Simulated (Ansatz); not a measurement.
H2Au2, relaxed as a singlet with RKS r2SCAN-D4/def2-TZVP in Ansatz, starting from the GFN1-xTB geometry. Force threshold 0.02 eV/Å.

In the def2 sets Au takes a core potential; there is no spin–orbit coupling. No other spin state of charge 0 was run. The structure comes from a short search, and lower isomers may exist.

Start:

```xyz
4

Au    0.338   -1.169    1.565
Au   -0.264    0.440   -0.348
H     0.751   -0.759    0.077
H    -0.826    1.488   -1.294
```

Q: Estimate the energy that the relaxation releases and the steps that it takes.

A: 5.9 kcal/mol, in 6 steps; 11 s on 4 threads of Arm Neoverse V1 on a shared host. No frequencies were taken in this run, so the end may be a saddle point.

Q: Does the start keep its bonding?

A: By distances, no bond broke or formed. The bond that changes most is Au2–H3, from 1.63 to 1.77 Å (atoms count from 1). The end is the same structure that another start reached, the lowest one found.

Q: Predict the relaxed structure.

A: 
```xyz
4

Au    0.403   -1.254    1.607
Au   -0.381    0.512   -0.274
H     0.773   -0.785    0.086
H    -0.795    1.527   -1.419
```
Bond lengths (bridged metal pairs left out): 3 × Au–H 1.59 to 1.77 Å.
